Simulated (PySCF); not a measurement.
C2H8N2Si (SMILES C=C[SiH](N)N), singlet, at a GFN2-xTB geometry. Base run: PySCF with M062X/6-31G.

PySCF was given this input:
```python
from pyscf import gto, scf, dft, solvent

mol = gto.Mole()
mol.atom = '''
    Si    0.379153    0.335378   -0.364803
    N     1.214042   -0.906150   -1.222835
    N     1.165037    0.751413    1.124389
    C    -1.386804   -0.314503   -0.188292
    C    -2.130224   -0.193694    0.899329
    H     0.444323    1.556233   -1.169871
    H     1.022486   -1.871375   -1.010669
    H     2.197026   -0.782052   -1.398579
    H     1.321039    0.025944    1.807286
    H     0.875812    1.593620    1.594478
    H    -1.821284   -0.809430   -1.048106
    H    -3.141730   -0.567743    0.967140
    H    -1.757202    0.291849    1.788462
'''
mol.basis = '6-31g'
mol.charge = 0
mol.spin = 0
mol.verbose = 4
mol.build()

mf = dft.RKS(mol)
mf.xc = 'm062x'
mf.kernel()
mf.analyze()
```

Base: dipole (D) 2.17; HOMO-LUMO gap (eV) 9.28.

A changed run: ΔE vs base (kJ/mol) -18.73; dipole (D) 2.63; HOMO-LUMO gap (eV) 9.33.

Q: Name the change that produced these shifts.
A. model = IEF-PCM; solvent = water; vdw_scale = 1.4
B. model = COSMO; solvent = water
C. model = IEF-PCM; solvent = water; lebedev_order = 41
D. model = IEF-PCM; solvent = water
E. model = IEF-PCM; solvent = tetrahydrofuran

A: A, model = IEF-PCM; solvent = water; vdw_scale = 1.4

The base is the gas phase, so ΔE is the electrostatic part of solvation at a fixed geometry, without cavity and dispersion terms.
